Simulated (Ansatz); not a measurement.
Consider the ligand exchange at a Ga–C bond: `[CH3][GaH][CH3]` + `N=C=O` → `[CH3][GaH][N]=C=O` + CH₄.

Computed with Ansatz on PBE0-D4/def2-TZVP structures; ΔE is electronic, products minus reactants. CCSD(T)/CBS is the MP2 limit (def2-TZVPP, def2-QZVPP) plus CCSD(T) − MP2 in def2-TZVPP, frozen cores. This one scheme is used for every species. Functionals use def2-TZVPP. For Ga outer-core shells are correlated without core-valence functions, which leaves a few kJ/mol of doubt a bond. Scalar relativity is left out up to krypton. Each species was taken in one conformer, which may not be the lowest.

`[CH3][GaH][CH3]`:

```xyz
10

C    -1.514   -0.591    0.577
Ga   -0.060    0.702    0.258
C     1.551    0.154   -0.737
H    -2.164   -0.620   -0.305
H    -2.134   -0.320    1.432
H    -1.126   -1.602    0.722
H    -0.186    2.179    0.802
H     2.250   -0.327   -0.045
H     2.069    1.001   -1.190
H     1.313   -0.577   -1.513
```

`N=C=O`:

Cartesian coordinates in Å:
```
N 0.533 -0.439 -0.332
C -0.149 0.230 0.408
O -0.707 0.846 1.218
H 0.324 -0.637 -1.294
```

`[CH3][GaH][N]=C=O`:

Cartesian coordinates in Å:
```
C 0.928 -1.220 -0.681
Ga -0.031 0.473 -0.801
N -0.833 1.021 0.762
C -1.325 1.320 1.805
O -1.812 1.619 2.827
H 0.221 -2.023 -0.460
H 1.644 -1.181 0.142
H 1.457 -1.462 -1.603
H -0.249 1.453 -1.992
```

CH₄:

Cartesian coordinates in Å:
```
C 0.000 0.000 0.000
H 0.180 1.070 -0.102
H 0.187 -0.492 -0.954
H -1.034 -0.168 0.299
H 0.668 -0.410 0.757
```

| level | ΔE (kcal/mol) | difference from CCSD(T)/CBS |
| --- | --- | --- |
| r2SCANh-D4 | -27.9 | -0.2 |
| PBE | -25.4 | 2.3 |
| PBE0 | -26.8 | 0.9 |
| r2SCANh | -27.9 | -0.2 |
| BHLYP | -30.2 | -2.5 |
| MP2/def2-SVP | -32.1 | -4.4 |
| CCSD/def2-SVP | -32.0 | -4.3 |
| CCSD(T)/def2-SVP | -31.6 | -3.9 |
| HF/def2-QZVPP | -33.4 | -5.7 |
| MP2/CBS(def2) | -28.4 | -0.7 |
| CCSD(T)/CBS | -27.7 | 0 |

Largest T1 diagnostic among the species: 0.018.

Leaving LDA and LC-ωPBE aside and taking each functional with its dispersion term where it has one, the values, not all of them listed here, spread over 4.9 kcal/mol, from BHLYP-D4 to PBE-D4. At CCSD(T), def2-SVP lies −3.9 kcal/mol from the extrapolated value and def2-TZVPP −0.5 kcal/mol.
